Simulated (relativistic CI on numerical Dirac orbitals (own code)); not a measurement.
**Ligand-field terms of d9**

Computed with a parametric ligand-field model of a d^n configuration (Racah B and C, spin-orbit zeta, crystal field), exact diagonalisation.

Field parameters in Wybourne normalisation: Oh B⁴₀ = 21Dq, B⁴₄ = √(5/14) B⁴₀; Td as Oh with Dq negative (B⁴₀ = 21Dq, B⁴₄ = √(5/14) B⁴₀). The field is a parameter set, without covalency.

Problem. Ground term and bands for B = 570, C = 2840, ζ = 0 cm⁻¹, Oh, 10Dq = 31850 cm⁻¹?

Solution. Ground term 2E with 3.00 electrons in the two orbitals of the cubic e set. Spin-allowed: 2T2 31850 cm⁻¹ (314 nm). Lowest spin-forbidden: none.

Problem. Ground term and bands for B = 490, C = 2200, ζ = 0 cm⁻¹, Oh, 10Dq = 7000 cm⁻¹?

Solution. Ground term 2E with 3.00 electrons in the two orbitals of the cubic e set. Spin-allowed: 2T2 7000 cm⁻¹ (1429 nm). Lowest spin-forbidden: none.

Problem. Ground term and bands for B = 500, C = 2440, ζ = 0 cm⁻¹, Td, 10Dq = -1800 cm⁻¹?

Solution. Ground term 2T2 with 4.00 electrons in the two orbitals of the cubic e set. Spin-allowed: 2E 1800 cm⁻¹. Lowest spin-forbidden: none.

Problem. Ground term and bands for B = 620, C = 2360, ζ = 0 cm⁻¹, Oh, 10Dq = 31850 cm⁻¹?

Solution. Ground term 2E with 3.00 electrons in the two orbitals of the cubic e set. Spin-allowed: 2T2 31850 cm⁻¹ (314 nm). Lowest spin-forbidden: none.

Problem. Ground term and bands for B = 300, C = 1270, ζ = 0 cm⁻¹, Td, 10Dq = -10750 cm⁻¹?

Solution. Ground term 2T2 with 4.00 electrons in the two orbitals of the cubic e set. Spin-allowed: 2E 10750 cm⁻¹ (930 nm). Lowest spin-forbidden: none.
